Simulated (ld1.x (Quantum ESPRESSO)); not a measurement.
Values are calculated unless marked as measured or tabulated.
## Hardness and transferability of assorted potentials

Generated with ld1.x 7.5 (TM, RRKJ, ultrasoft, PAW), atompaw 4.2 or ONCVPSP 4.0.1. The cutoff is in Ry: for ld1.x and atompaw files where the sum of valence levels is converged to 10 mRy in a Bessel basis, for ONCV files where the hardest occupied wave has 1 mHa per electron of residual kinetic energy. The error is the largest all-electron minus pseudo excitation energy over each file’s own four to seven test configurations (ionisations up to +4, promotions, holes and added fractions of an electron), all of which were solved. The labels leave out finer settings (local radius, basis sizes, second energies), which also bear on the numbers. Spin-polarised tests are not counted. The rows are a selection from randomly drawn settings: files with unsolved tests, undetermined cutoffs or missed reference levels are left out.

A true bound ghost makes a file unfit for plane-wave use even where its test errors are small: the radial tests pick states by their node count and pass the ghost by.

| element | potential | cutoff (Ry) | largest error (meV) | bound ghosts |
| --- | --- | --- | --- | --- |
| N | PAW, PBEsol, scalar-relativistic, rc 1.05/2.20/1.85 (spd), local smoothed, core correction yes, reference 2s2 2p3 | 15 | -6.2 | none |
| Cu | TM, BLYP, scalar-relativistic, rc 1.90/3.80/1.55 (spd), local smoothed, core correction no, reference 3d10 4s1 4p0 | 120 | -253 | none |
| Rb | TM, PBE, fully relativistic, rc 4.05/3.90/4.35 (spd), local p, core correction no, reference 5s1 5p0 | 6 | +83 | s |
| Mo | TM, PBE, scalar-relativistic, rc 2.35/3.95/1.80 (spd), local d, core correction yes, reference 4d4 5s2 5p0 | 40 | -213 | s, p |
| Ru | TM, PBE, scalar-relativistic, rc 2.45/3.00/2.20 (spd), local s, core correction yes, reference 4d7 5s0 5p0 | 40 | -720 | none |
| Au | ultrasoft, BLYP, scalar-relativistic, rc 1.55/1.65/1.80 (spd), local smoothed, core correction yes, reference 5s2 5p6 5d8 6s0 6p0 | 45 | +12 | none |

(1) Fill in the row for Al: TM, PBEsol, non-relativistic, rc 1.95/1.75 (sp), local smoothed, core correction yes, reference 3s2 3p0.5.

Answers

(1) cutoff 10 Ry, largest error +16 meV, bound ghosts: none.
